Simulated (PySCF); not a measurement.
Species: C4H7FN2Si.
Atom-mapped SMILES: `[F:1][CH2:2][c:3]1[cH:4][n:5][cH:6][n:7]1[SiH3:8]`

Theory: delta-SCF UKS SCAN, pcX-2 on the ionised atom, pcseg-1 elsewhere, spin-free X2C in PySCF. Vertical ΔSCF values, vacuum level as zero.

Some binding energies are withheld.

| atom(s) | bonded to | level | binding energy (eV) |
| --- | --- | --- | --- |
| C2 | F, C and 2 H | C 1s | 293.53 |
| C3 | N (aromatic in the SMILES), C (aromatic in the SMILES) and C | C 1s | 291.19 |
| C4 | N (aromatic in the SMILES), C (aromatic in the SMILES) and H | C 1s | 290.77 |
| C6 | 2 N (aromatic in the SMILES) and H | C 1s | 291.73 |
| N5 | 2 C (aromatic in the SMILES) | N 1s | ? |
| N7 | 2 C (aromatic in the SMILES) and Si | N 1s | ? |
| F1 | C | F 1s | ? |
| Si8 | N and 3 H | Si 1s | 1847.66 |
| Si8 | N and 3 H | Si 2p3/2 | 107.83 |

(1) What is the N 1s binding energy of N7?

(2) Fill in F 1s for F1.

(3) Fill in N 1s for N5.

## Answers

(1) 405.94 eV (pyrrole-type nitrogen).

(2) 692.42 eV (alkyl fluorine).

(3) 404.31 eV (pyridine-type nitrogen).

Lowest listed C 1s: C4, bonded to N (aromatic in the SMILES), C (aromatic in the SMILES) and H. Highest, 2.76 eV above it: C2, bonded to F, C and 2 H. The widest gap between neighbouring values is 1.80 eV, between 291.73 and 293.53 eV.

Q: What is the N 1s shift of N7 against N5?

A: 405.94 − 404.31 = +1.63 eV, or +157 kJ/mol.

2p3/2 and 2p1/2 are the ΔSCF energy of one spin-free 2p hole plus the eigenvalues of a spin–orbit and ligand-field matrix of the shell. 2p1/2 minus 2p3/2 (ligand field included): Si 0.62 eV. Geometry: PBE0-D3(BJ)/def2-SVP, one conformer, isolated molecule.

Time: 2.6 min of wall time; peak memory 0.70 GiB. Hardware: one thread of an Intel Xeon Platinum 8259CL at 2.50 GHz, no GPU, on a shared host.

Conformer computed: `[F:1][CH2:2][c:3]1[cH:4][n:5][cH:6][n:7]1[SiH3:8]`: F1–C2–C3–C4 132°.
